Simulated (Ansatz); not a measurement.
Consider the cleavage of the B–Si bond: `B[SiH](C)B[SiH3]` + `NCS` → `BSCN` + `C[SiH2]B[SiH3]`.

Isolated molecules relaxed with PBE0-D4/def2-TZVP in Ansatz; ΔE leaves out vibrations. CCSD(T)/CBS adds triple-zeta CCSD(T) − MP2 to the extrapolated MP2 energy (def2 sets, frozen cores). Functionals use def2-TZVPP. B3LYP here is the variant with VWN-RPA as its local correlation; programs differ in this. One conformer a species, not always the lowest.

```tsv
level	ΔE (eV)
B3LYP	-1.31
SCS-MP2/def2-QZVPP	-1.34
```

What does CCSD(T)/CBS give? (Estimate.)

The calculation gave: -1.28 eV. The listed levels differ from it by -0.03, -0.06 eV.

Largest T1 diagnostic among the species: 0.015.
